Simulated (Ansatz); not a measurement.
`[SiH3]S[SiH2]S` → `[SiH3][S]`• + `[SiH2]S`•  (homolysis of the S–Si bond)

Computed with Ansatz on PBE0-D4/def2-TZVP structures; ΔE is electronic, products minus reactants. CCSD(T)/CBS is the MP2 limit (def2-TZVPP, def2-QZVPP) plus CCSD(T) − MP2 in def2-TZVPP, frozen cores. This one scheme is used for every species. DFT in def2-TZVPP. B3LYP here is the variant with VWN-RPA as its local correlation; programs differ in this. No spin–orbit coupling; open shells (•) take unrestricted orbitals. One conformer a species, not always the lowest.

```
             level  ΔE (kJ/mol)  difference from CCSD(T)/CBS
            PBE-D4        367.7                        -19.4
         r2SCAN-D4        360.8                        -26.3
           PBE0-D4        371.7                        -15.4
          B3LYP-D4        358.9                        -28.2
           ωB97X-V        380.5                         -6.6
           ωB97M-V        385.4                         -1.7
            B2PLYP        358.0                        -29.1
               PBE        353.3                        -33.8
            r2SCAN        357.1                        -30.0
              PBE0        358.9                        -28.2
             B3LYP        335.6                        -51.5
     HF/def2-TZVPP        261.9                       -125.2
    MP2/def2-TZVPP        395.1                          8.0
SCS-MP2/def2-TZVPP        382.9                         -4.2
   CCSD/def2-TZVPP        358.4                        -28.7
CCSD(T)/def2-TZVPP        370.2                        -16.9
     HF/def2-QZVPP        261.3                       -125.8
    MP2/def2-QZVPP        404.6                         17.5
SCS-MP2/def2-QZVPP        392.9                          5.8
      HF/CBS(def2)        261.2                       -125.9
     MP2/CBS(def2)        412.0                         24.9
    CCSD/CBS(def2)        375.3                        -11.8
       CCSD(T)/CBS        387.1                            0
```

Largest T1 diagnostic among the species: 0.016.

In def2-TZVPP, CCSD(T) changes the Hartree–Fock value by +108.3 kJ/mol (the triples alone add +11.8 kJ/mol) and MP2 by +133.2 kJ/mol; breaking electron pairs costs correlation energy, which Hartree–Fock lacks. From PBE to PBE0 (25 % exact exchange), in def2-TZVPP and without D4, ΔE moves by +5.6 kJ/mol.
